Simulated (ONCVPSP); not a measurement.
## platinum (Pt): one change to an ONCV potential, before and after

```
Element                 : platinum (Pt)
Generator               : ONCVPSP 4.0.1
Type                    : optimised norm-conserving Vanderbilt (ONCV)
Functional              : PBE
Relativity              : scalar-relativistic
Frozen core             : [Kr] 4d10 4f14
Valence charge          : 18
Reference configuration : 5s2 5p6 5d9.5 6s0.5
Partial waves           : 5s+6s: rc 1.55 bohr, ncon 3, nbas 7, qcut 7 1/bohr, 2 projectors; 5p: rc 1.60 bohr, ncon 3, nbas 7, qcut 9 1/bohr, 1 projector; 5d: rc 1.55 bohr, ncon 4, nbas 7, qcut 5.7 1/bohr, 2 projectors, debl 2.6 Ha
Local potential         : polynomial inside 1.35 bohr (lpopt 3, dvloc0 3 Ha)
Core correction         : Teter function, fcfact 4.75, rcfact 1.25
```

Change: d: qcut 7.2.

Cutoffs: the cutoffs (Ha) at which the residual kinetic energy of the hardest occupied pseudo-wave falls to 1 and 0.1 mHa per electron; they do not see the model core or the augmentation charge, which bear on the density cutoff. Errors are all-electron minus pseudo energies relative to the spin-unpolarised reference configuration.

How do hardness, ghosts and transferability respond?

The potential gets softer (24 Ha and 58 Ha → 24 Ha and 31 Ha); the errors of the 4 common tests hardly move; neither file shows a bound ghost.

```tsv
quantity	base	changed
cutoff, loose	24 Ha	24 Ha
cutoff, tight	58 Ha	31 Ha
loose cutoff by channel	s 19 Ha, p 24 Ha, d 20 Ha	s 19 Ha, p 24 Ha, d 19 Ha
bound ghosts	none	none
GHOST(+) flags under 300 eV	none	none
error for 5s2 5p6 5d9 6s1, meV [ΔE 0.12 eV]	+1.0	+1.0
error for 5s2 5p6 5d9 6s0, meV [ΔE 9.32 eV]	-1.4	-1.4
error for 5s2 5p6 5d8 6s0, meV [ΔE 29.28 eV]	-2.4	-2.7
error for 5s2 5p6 5d8 6s2, meV [ΔE 1.13 eV]	-4.8	-4.9
s: phases at 1.58 bohr within 0.05 rad from the reference energy up to (Ha; the scan ends near 5)	to the end of the scan	to the end of the scan
p: phases at 1.62 bohr within 0.05 rad from the reference energy up to (Ha; the scan ends near 5)	0.5	0.5
d: phases at 1.58 bohr within 0.05 rad from the reference energy up to (Ha; the scan ends near 5)	to the end of the scan	to the end of the scan
rms error of d²Exc/dni dnj with the model core, mHa	0.32	0.32
```
